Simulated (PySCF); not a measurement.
Structure problem from calculated spectra and properties.

Formula: C3H12N2SSi.

| Item | Value |
| --- | --- |
| 13C NMR | chemical shifts (computed TMS as zero) by class: 56.1 (1 C), 43.2 (1 C), 38.3 (1 C) ppm [GIAO PBE0/pcSseg-1] |
| Triplet | lowest triplet excitation (Tamm–Dancoff): 5.09 eV [TDA B3LYP/def2-SVPD] |
| 1H NMR | chemical shifts (computed TMS as zero) by class: 5.87 (2 H), 3.26 (2 H), 2.89 (2 H), 2.72 (3 H), 1.01 (2 H), -0.46 (1 H) ppm [GIAO PBE0/pcSseg-1] |
| Polarisability | 104.2 au [B3LYP/def2-SVPD] |
| UV, first state | lowest singlet excitation: 5.15 eV (241 nm, f = 0.011) [TDDFT B3LYP/def2-SVPD] |
| Rotational structure | rotational constants A, B, C: 2.967, 1.183, 0.893 GHz [GFN2-xTB] |

The electronic properties come from PySCF, for the isolated species, density fitting. Levels stand in brackets. One conformer (not necessarily the lowest) at the GFN2-xTB geometry, without solvent, vibrations or thermal averaging. NMR values are class means; diastereotopic atoms form classes of their own.

Q: Give a SMILES that accounts for the data.

A: Numbering: `[CH3:1][N:2]([CH2:3][CH2:4][NH2:5])[SiH2:6][SH:7]`. Its formula, C3H12N2SSi, gives 0 degrees of unsaturation, so no ring and no π bond. 3 carbons fall into 3 classes; from least to most shielded: sp3 carbon bound to nitrogen [C3] (56.1 ppm), sp3 carbon bound to nitrogen [C4] (43.2 ppm), N-methyl carbon [C1] (38.3 ppm). Hydrogen classes from least to most shielded: 2 H on an SiH2 silicon, Si6 (5.87 ppm), 2 H on an sp3 carbon bound to nitrogen, C4 (3.26 ppm), 2 H on an sp3 carbon bound to nitrogen, C3 (2.89 ppm), 3 H on an N-methyl carbon, C1 (2.72 ppm, a mean of values up to 1.0 ppm apart in this geometry), 2 H on a primary amine nitrogen, N5 (1.01 ppm), 1 H on a sulfur bonded to Si and H, S7 (-0.46 ppm). The optimised geometry has point group C1 and is an asymmetric top. Structure: `[SiH2](N(C)CCN)S`. The assignments are read from this structure; whether some other isomer fits the data as well wasn't checked.
